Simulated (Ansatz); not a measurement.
Species: C3H5O, SMILES `C[CH]C=O` (C–C–C–O torsion 180°) (charge 0, multiplicity 2), formula C$_{3}$H$_{5}$O.

**Question.** How many basis functions does frozen-core CCSD(T)/cc-pVTZ // PBE0-D3(BJ)/def2-TZVP (Ansatz, an electronic-structure program) use, how many core orbitals are frozen, and how many electrons are correlated?

**Answer.** 190 basis functions and 4 frozen orbitals, which leaves 23 correlated electrons. Core time is of the order of minutes.
